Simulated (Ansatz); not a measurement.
Geometry optimisation, Ansatz, RKS PBE-D4/def2-SVP.

Input file:

```yaml
crystal:
  periodic: [false, false, false]
  atoms:
    - { symbol: B, position_ang: [0.0, 0.0, 0.0] }
    - { symbol: Cl, position_ang: [0.0, 0.0, 1.86] }
    - { symbol: O, position_ang: [1.2211, 0.0, -0.705] }
    - { symbol: H, position_ang: [1.5209, -0.9519, -0.8599] }
    - { symbol: O, position_ang: [-1.2211, 0.0, -0.705] }
    - { symbol: H, position_ang: [-1.7308, -0.8467, -0.4965] }
basis:
  gaussian: { orbitals: def2-SVP }
hamiltonian:
  xc: pbe
  dispersion: d4
relax:
  f_tol: 0.02
  max_steps: 40
```

Command:

```bash
$ ansatz run input.yaml --threads 1 --pin off --max-ram 2048MiB --backend cpu --events-out ev --progress --plain --runs-dir out
```

Where does it end, and by what steps?

It converged. After 7 steps the energy has fallen by 0.988 eV; H4 moved furthest, 0.66 Å.

```csv
step,energy less start (eV),largest force component (eV/Å),accepted
0,0.0000,1.566,yes
1,-0.2545,2.159,yes
2,-0.3820,2.348,yes
3,-0.6241,1.372,yes
4,-0.8522,0.533,yes
5,-0.9740,0.325,yes
6,-0.9873,0.066,yes
7,-0.9884,0.017,yes
```

```xyz
6
Properties=species:S:1:pos:R:3
B 0.069 -0.239 0.074
Cl -0.218 0.155 1.792
O 1.355 -0.266 -0.365
H 1.390 -0.491 -1.313
O -0.972 -0.506 -0.771
H -1.834 -0.452 -0.323
```

Run time: 12 s on 1 thread of Arm Neoverse V2, with other jobs on the host, peak memory 0.13 GiB.
